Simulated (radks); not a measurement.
Values are calculated unless marked as measured or tabulated.
Fractional charge and spin in the 5p shell of samarium: the spin-up occupation runs from 2 to 3 and the spin-down occupation from 2 to 3; the fullest corner is Sm, [Kr] 4d10 4f(up 3, down 3) 5s2 6s2 5p(up 3, down 3). Level of theory: scalar-relativistic Kohn-Sham, PBE, spin-polarised, spherical densities, finite nucleus; Fermi nuclear charge, rms radius of each element as measured or else 0.836 A^(1/3) + 0.57 fm (a radial shooting solver on a logarithmic mesh with Libxc functionals). Energy (eV) minus the two flat planes that join the four corners (they meet along the diagonal where the two added fractions sum to one electron); zero is where a piecewise linear energy would lie.

down \ up       2     2.5       3
2           0.000  -1.383   0.000
2.5        -1.383   0.211  -1.222
3           0.000  -1.222   0.000

Corners above the fullest one (they belong to Sm+ and the next ion): (up 3, down 2) 27.954 eV, (up 2, down 3) 27.954 eV, (up 2, down 2) 67.214 eV. With half an added electron in each spin the energy lies 0.211 eV from the planes, and with half an added electron in spin up alone -1.383 eV. The planes are only a guide here: the flat-plane condition holds for ground states with one frontier orbital, while this shell lies below other occupied shells, so the corners above the fullest one are inner-hole states and not the ground states of those ions.
